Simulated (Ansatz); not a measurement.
Species: sum formula Si$_{2}$H$_{4}$F$_{2}$, net charge 0, singlet state. 
Coordinates optimised at B3LYP-D3(BJ)/def2-TZVP (Ansatz, an electronic-structure program):
```
Si
F 1 1.6139
H 1 1.4806 2 108.03
H 1 1.4806 3 109.32 2 117.33
Si 1 2.3571 3 111.84 4 124.42
F 5 1.6139 1 107.61 3 -61.50
H 5 1.4806 6 108.03 1 120.92
H 5 1.4806 7 109.32 6 -117.33
```

Basis-set convergence of Hartree-Fock and CCSD correlation energies (hartree) with Ansatz. Cores are frozen in the correlated levels unless marked. Spin-orbit coupling is left out. Non-relativistic.

```
basis        functions       E(HF)  E(corr, CCSD)
-----------  ---------  ----------  -------------
cc-pV(D+d)Z         94  -779.19223       -0.60704
cc-pV(T+d)Z        194  -779.30206       -0.77934
cc-pV(Q+d)Z        358  -779.32961       -0.84046
```

Extrapolating the two largest sets (X = 3 and 4) as X^-3: E(corr) = (64·(-0.84046) - 27·(-0.77934))/37 = -0.8851 Eh, an estimate of the basis-set limit. The largest set recovers 95.0 % of it, the smallest 68.6 %.
